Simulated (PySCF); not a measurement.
C₃H₈OSi. Atoms are numbered in the order given.

```xyz
13

O      1.8969     0.7973    -0.2978
Si     0.5280     0.1577     0.4158
C     -1.1434     0.8632    -0.1043
C     -1.6453    -0.6171    -0.1615
C     -0.2893    -1.3783    -0.3284
H      2.6996     0.8433     0.2326
H      0.7446     0.0754     1.8952
H     -1.7165     1.5533     0.5316
H     -1.0781     1.2956    -1.1169
H     -2.1191    -0.8930     0.7948
H     -2.3820    -0.8182    -0.9565
H     -0.0241    -1.4780    -1.3944
H     -0.2228    -2.3708     0.1406
```

Geometry optimised at B3LYP-D3(BJ)/def2-SVP. One conformer was computed; it need not be the lowest.

The numbers are results of r2SCAN/def2-TZVP (PySCF), not measurements.

Atomic charges (e):

```tsv
atom	Löwdin	meta-Löwdin	Mulliken
O1	-0.14	-0.75	-0.55
Si2	0.20	1.00	0.53
C3	-0.35	-0.49	-0.35
C4	-0.27	-0.19	-0.14
C5	-0.35	-0.49	-0.35
H6	0.18	0.36	0.32
H7	-0.05	-0.14	-0.07
H8	0.12	0.12	0.11
H9	0.14	0.12	0.11
H10	0.13	0.11	0.09
H11	0.12	0.11	0.10
H12	0.14	0.12	0.11
H13	0.12	0.12	0.11
```

Question: Give the Mayer and Wiberg (Löwdin basis) orders of the bonds. (An estimate is asked for; the answer gives what the named calculation found.)

Answer: 
```csv
bond,Mayer,Wiberg
O1–Si2,1.17,1.66
Si2–C3,0.98,1.08
C3–C4,0.95,1.20
Si2–C5,0.96,1.08
C4–C5,0.95,1.20
O1–H6,0.88,1.03
Si2–H7,0.92,0.89
C3–H8,0.96,0.89
C3–H9,0.94,0.86
C4–H10,0.97,0.86
C4–H11,0.95,0.87
C5–H12,0.94,0.86
C5–H13,0.96,0.89
```
